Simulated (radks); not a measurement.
The mean radii <r> (bohr) of the occupied orbitals of an atom or ion are listed with their occupations. All-electron calculation, non-relativistic Kohn-Sham, AM05, spin-polarised, spherical densities, point nucleus. Program: a radial shooting solver on a logarithmic mesh with Libxc functionals.

| orbital | occ. | <r> |
|---|---|---|
| 1s up | 1 | 0.1042 |
| 1s down | 1 | 0.1039 |
| 2s up | 1 | 0.4927 |
| 2s down | 1 | 0.4967 |
| 2p up | 3 | 0.4436 |
| 2p down | 1 | 0.4494 |
| 3s up | 1 | 1.376 |
| 4s up | 1 | 2.891 |
| 4s down | 1 | 2.935 |

Name the element and its charge. Open shells, if any, are filled with parallel spins first.

Answer. Z = 15, phosphorus, charge +4: P4+ in [He] 2s2 2p4 3s1 4s2. The 1s radius gives Z: for a bare nucleus <r> = 1.5/Z, 0.1 bohr for Z = 15, and screening makes it slightly larger (0.1042 here). The occupations add up to 11, and the charge is Z minus that.
